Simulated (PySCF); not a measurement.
## Two-component Hartree-Fock for Pr³²⁺ (praseodymium, charge +32)

Start: [Ar] 3d9; 3d3/2 filled at m_j = -1/2, +1/2, +3/2; 3d5/2 filled at m_j = -5/2, -3/2, -1/2, +1/2, +3/2, +5/2. Calculated with PySCF 2.14 in an even-tempered Gaussian basis (16 s from 5.5 bohr⁻², ratio 2.8; 12 p from 7.2 bohr⁻², ratio 2.8; 8 d from 7.2 bohr⁻², ratio 2.8; 3 f from 29 bohr⁻², ratio 3): generalised Hartree-Fock with the X2C-1e Hamiltonian and a Gaussian nucleus; one run each with spin-orbit coupling (SO) screened by Boettger's factors, then bare. This is a chosen level, not necessarily the ground level.

| spinor shell | electrons | ε, screened SO (eV) | ε, bare SO (eV) | weight of nominal j (bare SO) | rms radius, bare SO (bohr) |
| --- | --- | --- | --- | --- | --- |
| 1s1/2 | 2 | -43465.3 | -43465.1 | 1.000 | 0.0275 |
| 2s1/2 | 2 | -8136.9 | -8136.9 | 1.000 | 0.111 |
| 2p1/2 | 2 | -7749.6 | -7763.1 | 1.000 | 0.0953 |
| 2p3/2 | 4 | -7264.4 | -7259.5 | 1.000 | 0.101 |
| 3s1/2 | 2 | -2676.4 | -2676.4 | 1.000 | 0.283 |
| 3p1/2 | 2 | -2509.4 | -2512.2 | 0.999 | 0.274 |
| 3p3/2 | 4 | -2409.9 | -2408.9 | 1.000 | 0.286 |
| 3d3/2 | 3 | -2139.3 | -2142.2 | 0.995 | 0.254 |
| 3d5/2 | 6 | -2117.5 | -2115.8 | 0.998 | 0.258 |

```json
{"quantity": "E (hartree)", "screened SO": "-8643.93527", "bare SO": "-8644.16528"}
{"quantity": "M_J", "screened SO": "3/2", "bare SO": "3/2"}
{"quantity": "⟨J²⟩", "screened SO": "3.750", "bare SO": "3.750"}
{"quantity": "⟨L²⟩", "screened SO": "6.022", "bare SO": "6.024"}
{"quantity": "⟨S²⟩", "screened SO": "0.772", "bare SO": "0.774"}
```

Each row is a mean over spinors that exchange with the open shell spreads, by up to 18.172 eV (3p1/2).

Breit and QED terms are absent; they matter most for the inner s and p1/2 levels.

Densities and radii are taken from the X2C orbitals without a picture-change correction, which distorts them close to the nucleus.
